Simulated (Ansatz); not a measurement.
CH4ClFOTi, SMILES `[CH3][Ti]([OH])([F])[Cl]`, relaxed with RKS PBE0-D4/def2-TZVP in the Gaussian-basis code of Ansatz from a PBE-D4/def2-SVP geometry. The force threshold is 0.005 eV/Å; the program also tests the step.

The species carries charge 0 and has multiplicity 1.

Start:

```xyz
9

C     0.160   -0.529    1.193
Ti   -0.448    0.076   -0.678
O     1.029    0.593   -1.497
F    -1.142   -1.340   -1.442
Cl   -1.883    1.720   -0.355
H     0.637    0.320    1.726
H    -0.732   -0.875    1.757
H     0.889   -1.361    1.090
H     1.490    1.396   -1.794
```

Question: By how much does the energy fall, and how many steps does the optimiser take? (Estimate.)

Answer: Ansatz gave: 0.64 kcal/mol, in 38 steps, 4 of them rejected.

Question: Which bonds change most? (Best estimate.)

Answer: The calculation gave: C1–Ti2 from 2.058 to 2.040 Å; C1–H7 from 1.111 to 1.094 Å; C1–H6 from 1.110 to 1.093 Å; O3–H9 from 0.973 to 0.956 Å.

Question: Give the relaxed structure. (Estimate.)

Answer: Computed: 
```xyz
9

C     0.141   -0.531    1.210
Ti   -0.429    0.164   -0.622
O     1.031    0.833   -1.339
F    -1.045   -1.231   -1.488
Cl   -1.985    1.678   -0.245
H     0.547    0.295    1.799
H    -0.730   -0.958    1.714
H     0.908   -1.300    1.074
H     1.563    1.050   -2.104
```
